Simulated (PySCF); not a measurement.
## Se⁺ (selenium, charge +1) across methods

[Ar] 3d10 4s1 4p3 5s1, high-spin 6S determinant (an excited configuration). Calculation: PySCF 2.14, in aug-cc-pwCVDZ-PP with ECP10MDF; a scalar-relativistic core potential. The B2PLYP total includes its PT2 part (frozen core); its orbital energies are those of the SCF part.

| method | E (hartree) | mean ε 4s α (eV) | mean ε 4p α (eV) | mean ε 5s α (eV) | Σ⟨r²⟩ (bohr²) | ⟨S²⟩ |
| --- | --- | --- | --- | --- | --- | --- |
| PBEsol | -371.6473 | -33.534 | -21.244 | -7.617 | 47.13 | 8.751 |
| LDA | -371.4377 | -33.631 | -21.281 | -7.803 | 46.91 | 8.751 |
| B2PLYP | -371.6222 | -38.683 | -24.148 | -8.389 | 47.64 | 8.751 |
| PBE0 | -371.9871 | -36.161 | -22.825 | -8.070 | 47.35 | 8.751 |
| UHF | -370.87245 | -43.383 | -26.969 | -9.222 | 48.17 | 8.751 |
| r2SCAN | -371.8980 | -34.826 | -21.960 | -7.610 | 47.51 | 8.751 |
| B97-3 | -372.0360 | -36.169 | -22.793 | -8.049 | 47.48 | 8.751 |
| BLYP | -371.9546 | -33.170 | -20.860 | -7.400 | 47.18 | 8.750 |

Problem. Estimate the same row for PBE.

Solution. E (hartree) = -372.0050; mean ε 4s α (eV) = -33.504; mean ε 4p α (eV) = -21.238; mean ε 5s α (eV) = -7.586; Σ⟨r²⟩ (bohr²) = 47.16; ⟨S²⟩ = 8.751.

Energies and moments cover only the electrons outside the core potential. The outer electron is Rydberg-like, and this basis confines it to a smaller radius and binds it less than a complete one would.
